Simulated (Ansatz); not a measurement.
Consider the redistribution: `[OH][SnH2][SeH]` + `[CH3][AlH][CH3]` → `[CH3][AlH][SnH2][OH]` + `C[SeH]`.

Computed with Ansatz on PBE0-D4/def2-TZVP structures; ΔE is electronic, products minus reactants. CBS: MP2 limit from def2 TZ/QZ plus the TZ coupled-cluster correction, frozen cores. Functionals use def2-TZVPP. Elements past krypton have def2 core potentials. For Se, Sn outer-core shells are correlated without core-valence functions, which leaves a few kJ/mol of doubt a bond. Scalar relativity is left out up to krypton. Each species was taken in one conformer, which may not be the lowest.

```tsv
level	ΔE (eV)
B2PLYP	0.91
r2SCAN	0.96
HF/def2-QZVPP	0.95
MP2/def2-QZVPP	0.97
```

**Question.** What does CCSD(T)/CBS give? (Best estimate.)

**Answer.** Computed: +0.94 eV. The listed levels differ from it by -0.03, 0.02, 0.01, 0.03 eV.

Largest T1 diagnostic among the species: 0.013.
